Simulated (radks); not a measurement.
Task: Br IX, 27 electrons, occupied as [Ar] 3d9 (the NIST ground configuration). Calculated with a radial shooting solver on a logarithmic mesh with Libxc functionals: Dirac Kohn-Sham, PBE, spin-unpolarised, spherical densities, finite nucleus; open shells fill j = l - 1/2 first; Fermi nuclear charge, rms radius 4.1629 fm. Some entries of the table are withheld. Estimate them.

orbital,occ.,eigenvalue (eV),<r> (bohr),<1/r> (bohr^-1)
1s1/2,2,-13467.25,0.04275,35.66
2s1/2,2,-1884.349,0.1892,(1)
2p1/2,2,-1712.317,(2),7.926
2p3/2,4,-1664.764,(3),7.666
3s1/2,2,-382.7911,0.5437,2.643
3p1/2,2,(4),0.5459,(5)
3p3/2,4,(6),0.5555,(7)
3d3/2,4,-211.1850,0.5545,(8)
3d5/2,5,-209.9981,0.5577,(9)

Result: 
(1) 2s1/2 <1/r> (bohr^-1): 7.959
(2) 2p1/2 <r> (bohr): 0.1627
(3) 2p3/2 <r> (bohr): 0.1665
(4) 3p1/2 eigenvalue (eV): -322.6659
(5) 3p1/2 <1/r> (bohr^-1): 2.534
(6) 3p3/2 eigenvalue (eV): -315.5554
(7) 3p3/2 <1/r> (bohr^-1): 2.473
(8) 3d3/2 <1/r> (bohr^-1): 2.251
(9) 3d5/2 <1/r> (bohr^-1): 2.236
